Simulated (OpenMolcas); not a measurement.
Pt2+ (d8) in a complex was computed by CASSCF with the d shell active (OpenMolcas, ANO-RCC-VTZP on the metal). Its lowest spin-free states, and all those of the highest spin:

```json
{"2S+1": "1", "Degeneracy": "1", "E (cm-1)": "0.0"}
{"2S+1": "3", "Degeneracy": "1", "E (cm-1)": "17971"}
{"2S+1": "3", "Degeneracy": "2", "E (cm-1)": "19686"}
{"2S+1": "1", "Degeneracy": "1", "E (cm-1)": "23089"}
{"2S+1": "1", "Degeneracy": "2", "E (cm-1)": "28538"}
{"2S+1": "3", "Degeneracy": "1", "E (cm-1)": "30130"}
{"2S+1": "1", "Degeneracy": "1", "E (cm-1)": "35301"}
{"2S+1": "3", "Degeneracy": "2", "E (cm-1)": "43915"}
{"2S+1": "1", "Degeneracy": "1", "E (cm-1)": "50113"}
{"2S+1": "3", "Degeneracy": "1", "E (cm-1)": "51723"}
{"2S+1": "3", "Degeneracy": "1", "E (cm-1)": "53677"}
{"2S+1": "1", "Degeneracy": "2", "E (cm-1)": "54641"}
{"2S+1": "3", "Degeneracy": "2", "E (cm-1)": "67367"}
```

Q: Is the site octahedral, tetrahedral or cube-like, axial, or of lower symmetry?

A: The states with 2S+1 = 3 have orbital degeneracies 1, 2, 1, 2, 1, 1, 2. There are pairs but no triples, so the site is axial: not cubic, but with a proper or improper axis of order three or more. The run had Pt2+ with 4 ligands (oxide) in square-planar coordination (D4h) at 1.98 Å. A charge of +1.5 e stands 3.2 Å behind each ligand. Ligand basis ANO-RCC-VDZP.

Without dynamic correlation the repulsion within the d shell is too large (B by tens of per cent), so at a given field states of lower spin stand too high. The least metal-like active orbital is 68 % on the metal (Löwdin) and no ligand orbital is active, so the numbers are rough. The oxide ions are held by bare point charges, a crude embedding. With metal d orbitals alone the field can be off either way by tens of per cent. Ligand-to-metal charge-transfer states are missing. With no ligand orbital active B as a rule stays too high, so bands that hang on it stand too high and its fall with covalency is understated. No measured value stands beside these numbers; the geometry is a model, was not optimised and need not be the one that this ion takes.
